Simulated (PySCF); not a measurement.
## Electron correlation in Cl⁺ (chlorine, charge +1)

Starting occupation: [Ne] 3s2 3p4, 3p1/2 with m_j = +1/2, 3p3/2 with m_j = -1/2, +1/2, +3/2. All numbers are calculated (PySCF 2.14, X2C-1e with screened-nucleus spin-orbit coupling, Gaussian nucleus, in x2c-SVPall-2c with one added diffuse shell each of s, p type (5s5p1d, 25 functions)). Frozen: [Ne]; 6 electrons correlated.

MP2 pair energies summed by pair of shells (mhartree):

```csv
pair,energy,share (%)
3p-3p,-45.05,47.4
3p-3s,-42.33,44.5
3s-3s,-7.76,8.2
```

Total MP2 correlation energy: -95.14 mhartree.

The GHF reference relaxed away from the jj start to a determinant that is no pure jj level (⟨S²⟩ = 2.00, ⟨J²⟩ = 6.01); the energies belong to that determinant.
